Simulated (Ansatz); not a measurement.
`[OH][Mo]([OH])([OH])(=[S])[Cl]`. Total charge 0; spin multiplicity 1. Correlated methods include outer-core shells of Mo, which these sets cover unevenly. Mo takes the def2 core potential.

Z-matrix (Å, degrees):
```
Mo
O 1 1.861
O 1 1.855 2 93.0
Cl 1 2.426 2 78.6 3 -145.9
O 1 1.861 2 147.9 3 -100.5
S 1 2.082 2 104.1 3 109.1
H 2 0.963 1 120.7 3 142.0
H 3 0.961 1 124.5 2 106.6
H 5 0.963 1 120.6 2 -41.6
```

Problem. Give the diagnostics of a CCSD(T)/def2-TZVPP run (frozen core, the Gaussian-basis code of Ansatz). (Best estimate.)

Solution. Ansatz gave: T1 = 0.0244, largest single amplitude 0.092, largest double 0.062, (T) share of the correlation energy 5.7 %, 15 CCSD cycles. The RHF solution is unstable towards an unrestricted one. T1 lies over the customary mark of 0.02 for closed shells; compounds of d metals often pass it without a breakdown.
